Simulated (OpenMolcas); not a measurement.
Ho2+ among 8 point charges of -1.5 e arranged as a square antiprism (D4d), 2.76 Å from the ion, with a polar angle of 50.4° against the regular 57.3°.

- Program: OpenMolcas 26.06
- Method: CASSCF
- Basis: ANO-RCC-VTZP [8s7p5d3f2g1h]
- Scalar Hamiltonian: DKH2, point nucleus
- Active space: 11 electrons in 7 orbitals (4f)
- State averaging: 2S+1 = 4 odd, 35 roots; 2S+1 = 2 odd, 73 roots kept (CI in the orbitals of an earlier block)
- Spin-orbit coupling: state interaction with AMFI integrals over the reference wave functions

(1) What is the spin-free ground state?

(2) Where is the first state of the same spin?

(3) What are the lowest two levels with spin-orbit coupling?

(4) What is χT at 300 K, and how does it compare with the textbook value?

Answers

(1) A state of multiplicity 4, 1-fold in its orbital part, 100 % from free-ion I terms; it has the highest spin that f11 allows.

(2) A 2-fold state lies at 40.5 cm-1 above the ground state.

(3) A 2-fold level with g = 1.21, 9.58, 9.58, then a 2-fold level 42.7 cm-1 above it. Their leading multiplicities are 4 (98 %) and 4 (98 %).

(4) Hund's rules give f11 the level 4I15/2 with g = 1.200, so an isolated free-ion multiplet has χT = g² J(J+1) / 8 = 11.475 cm3 K/mol. The computed 11.381 at 300 K differs by -1 %, through the field's splitting, the mixing of terms and any other multiplet in reach.

High states are left out of the spin-orbit mixing, which shifts the levels that they would mix with. Point charges carry no covalency, so the field is a model and not that of real ligands. An unlabelled pair can be two single states that coincide in this model. The first state left out of the spin-orbit step lies near 46000 cm-1 above the lowest spin-free state of the reference (among the parities and spins computed), and the lists stop at four fifths of that energy or lower. No measured value stands beside these numbers.
